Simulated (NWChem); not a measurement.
System: CH$_{3}$F$_{3}$Ti; SMILES [CH3][Ti]([F])([F])[F]

Here is an NWChem input.

```
start job
memory heap 200 mb stack 900 mb global 1100 mb
geometry units angstroms noautoz
  Ti     0.000000     0.000000     0.117809
  F      1.400553     0.905543     0.614706
  F      0.083947    -1.665686     0.614706
  F     -1.484500     0.760143     0.614706
  C      0.000000     0.000000    -1.933947
  H     -0.014923     1.034119    -2.300813
  H     -0.888112    -0.529983    -2.300813
  H      0.903035    -0.504136    -2.300813
end
basis spherical
  Ti library 6-31g*
  F library 6-31g*
  C library 6-31g*
  H library 6-31g*
end
dft
  xc m06-l
  iterations 150
  mulliken
end
task dft energy
```

The geometry was optimised at B3LYP/6-31G* (spherical d).

Problem. What results follow from this input? (M06-L/6-31G* (spherical d).) Quantities: energy (Ha); highest occupied level (eV); orbital gap (eV); dipole (D).

Solution. 
| Property | Value |
|---|---|
| energy (Ha) | -1189.01 |
| highest occupied level (eV) | -7.34 |
| orbital gap (eV) | 4.11 |
| dipole (D) | 1.02 |
